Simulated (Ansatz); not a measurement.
The same path of FGaH2OS (6 atoms, charge 0, multiplicity 1) was run 3 times with different band settings. The coordinate that changes most is the dihedral F3–Ga2–S4–H6.

The calculation used RKS PBE-D4/def2-SVP (Ansatz).

Relaxed end points:

```xyz
6
Properties=species:S:1:pos:R:3
O 1.091 -0.247 -1.234
Ga 0.331 -0.435 0.377
F 1.167 -1.562 1.438
S -1.481 0.547 1.163
H 0.608 0.385 -1.798
H -1.674 1.247 0.008
```

```xyz
6
Properties=species:S:1:pos:R:3
O 1.215 -0.253 -1.473
Ga 0.266 -0.233 0.044
F 0.881 -1.288 1.316
S -1.545 0.947 0.478
H 0.833 0.342 -2.145
H -1.609 0.420 1.734
```

Common settings: spring 5.0 eV/Å²; optimiser quadratic models (default); start path IDPP; end points relaxed.

| run | movable images | climbing image | force threshold | iteration limit |
| --- | --- | --- | --- | --- |
| 1 | 9 | yes | 0.05 eV/Å | 49 |
| 2 | 9 | yes | 0.2 eV/Å | 60 |
| 3 | 6 | no | 0.05 eV/Å | 60 |

(1) What does each run give, and how far can it be trusted?

## Answers

(1) Run 1: converged after 6 iterations, highest image 0.126 eV above the first end. A vibrational analysis at the climbing image gives one clearly imaginary mode, 209i cm⁻¹: a first-order saddle point.
Run 2: converged after 4 iterations, highest image 0.126 eV above the first end. The threshold of 0.2 eV/Å is loose, so the images may lie well off the minimum-energy path. Another band between the same ends (9 images) ends at a top of the same energy, where a vibrational analysis finds 1 clearly imaginary mode.
Run 3: converged after 5 iterations, highest image 0.124 eV above the first end. No image climbed, so the highest image needn't sit at the top of the path.
